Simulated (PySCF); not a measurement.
# Two-photon absorption: SMILES COc1cnc(B(C)C)cn1, C$_{7}$H$_{11}$BN$_{2}$O

Molfile (atoms numbered from 1):
```
C7H11BN2O
     RDKit          3D

 22 22  0  0  0  0  0  0  0  0999 V2000
    4.0778    0.6205   -0.1930 C   0  0  0  0  0  0  0  0  0  0  0  0
    3.2272   -0.4296   -0.6112 O   0  0  0  0  0  0  0  0  0  0  0  0
    1.9212   -0.2696   -0.4335 C   0  0  0  0  0  0  0  0  0  0  0  0
    1.0651   -1.3160   -0.8572 C   0  0  0  0  0  0  0  0  0  0  0  0
   -0.2334   -1.2249   -0.7151 N   0  0  0  0  0  0  0  0  0  0  0  0
   -0.7563   -0.1040   -0.1484 C   0  0  0  0  0  0  0  0  0  0  0  0
   -2.3179   -0.0027    0.0122 B   0  0  0  0  0  0  0  0  0  0  0  0
   -2.9930    1.3088    0.5638 C   0  0  0  0  0  0  0  0  0  0  0  0
   -3.2039   -1.2246   -0.4064 C   0  0  0  0  0  0  0  0  0  0  0  0
    0.1244    0.9049    0.2569 C   0  0  0  0  0  0  0  0  0  0  0  0
    1.4504    0.8310    0.1186 N   0  0  0  0  0  0  0  0  0  0  0  0
    3.8436    1.5553   -0.7242 H   0  0  0  0  0  0  0  0  0  0  0  0
    5.0982    0.2953   -0.4282 H   0  0  0  0  0  0  0  0  0  0  0  0
    3.9761    0.8066    0.8868 H   0  0  0  0  0  0  0  0  0  0  0  0
    1.4946   -2.2153   -1.3129 H   0  0  0  0  0  0  0  0  0  0  0  0
   -2.3836    1.9123    1.2531 H   0  0  0  0  0  0  0  0  0  0  0  0
   -3.1895    1.9484   -0.3196 H   0  0  0  0  0  0  0  0  0  0  0  0
   -3.9748    1.1217    1.0245 H   0  0  0  0  0  0  0  0  0  0  0  0
   -4.1627   -0.9215   -0.8569 H   0  0  0  0  0  0  0  0  0  0  0  0
   -3.4710   -1.7541    0.5296 H   0  0  0  0  0  0  0  0  0  0  0  0
   -2.6809   -1.9460   -1.0486 H   0  0  0  0  0  0  0  0  0  0  0  0
   -0.2588    1.8215    0.7176 H   0  0  0  0  0  0  0  0  0  0  0  0
  1  2  1  0
  2  3  1  0
  3  4  2  0
  4  5  1  0
  5  6  2  0
  6  7  1  0
  7  8  1  0
  7  9  1  0
  6 10  1  0
 10 11  2  0
 11  3  1  0
  1 12  1  0
  1 13  1  0
  1 14  1  0
  4 15  1  0
  8 16  1  0
  8 17  1  0
  8 18  1  0
  9 19  1  0
  9 20  1  0
  9 21  1  0
 10 22  1  0
M  END
```

Level of theory: TDDFT CAM-B3LYP/def2-SVPD excited states, vertical, gas phase in PySCF 2.14.0. Geometry: PBE0-D3(BJ)/def2-SVP.

(1) Give the one- and two-photon strengths of the lowest singlets.

Results:

(1) δ for parallel linear polarisation; σ at the peak of a Lorentzian of half width 0.1 eV, single beam; Ω is circular over linear.
```csv
state,E (eV),f,photon λ (nm),δ (au),σ (GM),Ω,main
S1,4.11,0.002,604,<0.1,0.00,–,"HOMO−1→LUMO 0.78, HOMO−1→LUMO+1 0.18"
S2,4.55,0.001,545,0.11,0.00,1.41,"HOMO−1→LUMO+1 0.79, HOMO−1→LUMO 0.18"
S3,4.93,0.264,503,134,1.19,0.85,"HOMO→LUMO 0.66, HOMO→LUMO+1 0.27"
S4,5.38,0.282,461,652,6.92,0.69,"HOMO→LUMO+1 0.65, HOMO→LUMO 0.29"
S5,5.90,0.000,420,2.69,0.03,1.44,"HOMO−3→LUMO 0.35, HOMO−2→LUMO 0.35"
S6,6.02,0.001,412,0.69,0.01,0.69,"HOMO−2→LUMO 0.49, HOMO−3→LUMO 0.25"
```

Among these, the strongest one-photon state is S4, the strongest two-photon state S4, with a dipole change of 3.6 D (relaxed, norm of the difference vector).
